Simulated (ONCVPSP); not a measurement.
## Logarithmic derivatives: calcium, ONCV

calcium, optimised norm-conserving Vanderbilt (ONCV), made with ONCVPSP 4.0.1 (PBEsol, scalar-relativistic). Core [Ne], reference 3s2 3p6 4s2. Waves: 3s+4s: rc 1.75 bohr, ncon 5, nbas 9, qcut 8.5 1/bohr, 2 projectors; 3p: rc 1.60 bohr, ncon 5, nbas 9, qcut 10.4 1/bohr, 2 projectors, debl 2.4 Ha; d scattering state at 0.39 Ha: rc 1.40 bohr, ncon 4, nbas 7, qcut 8.1 1/bohr, 2 projectors, debl 1.5 Ha. Local part: polynomial inside 1.35 bohr (lpopt 3, dvloc0 0 Ha). Core correction: none.

In the d channel the program set the typed energies aside and used 0.050, 1.550 Ha.

The phase is arctan(r·R′/R) of the radial function R(r), unwrapped; energies in Ha, scanned from -3 to 5 Ha. A pole is an energy at which the radial function vanishes at the test radius. The pseudo phase is shifted by a multiple of π to meet the all-electron one at the reference energy, and phase errors are pseudo minus all-electron; the curves can meet again beyond the range given. Levels narrower than the energy grid can be missing from the lists of poles.

For each channel, where are the poles, and over which energies does the pseudopotential scatter like the atom?

| channel | radius (bohr) | reference energy (Ha) | poles, all-electron | poles, pseudo | unbroken range about the reference energy with phases within 0.05 rad | phase error 1 Ha above the reference energy (rad) |
| --- | --- | --- | --- | --- | --- | --- |
| s | 1.77 | -0.14 | -1.22 | -1.22 | the whole range | -0.000 |
| p | 1.62 | -1.03 | -0.03 | -0.03 | the whole range | -0.000 |
| d | 1.42 | 0.05 | 1.72 | 1.72 | the whole range | +0.000 |

Phases in the d channel:

```tsv
E (Ha)	all-electron	pseudo
-2.98	1.129	1.129
-2.76	1.100	1.101
-2.54	1.066	1.066
-2.32	1.025	1.025
-2.10	0.974	0.974
-1.88	0.910	0.910
-1.66	0.827	0.827
-1.44	0.718	0.718
-1.22	0.569	0.569
-1.00	0.365	0.365
-0.78	0.097	0.097
-0.56	-0.222	-0.222
-0.34	-0.538	-0.538
-0.12	-0.801	-0.801
0.10	-1.000	-1.000
0.32	-1.147	-1.147
0.54	-1.256	-1.256
0.76	-1.341	-1.341
0.98	-1.409	-1.409
1.20	-1.465	-1.465
1.42	-1.514	-1.514
1.64	-1.556	-1.556
1.86	-1.596	-1.596
2.08	-1.633	-1.633
2.30	-1.669	-1.669
2.52	-1.706	-1.706
2.74	-1.745	-1.745
2.96	-1.787	-1.786
3.18	-1.834	-1.833
3.40	-1.888	-1.887
3.62	-1.954	-1.953
3.84	-2.038	-2.035
4.06	-2.147	-2.143
4.28	-2.297	-2.289
4.50	-2.507	-2.493
4.72	-2.796	-2.772
4.94	-3.149	-3.116
```
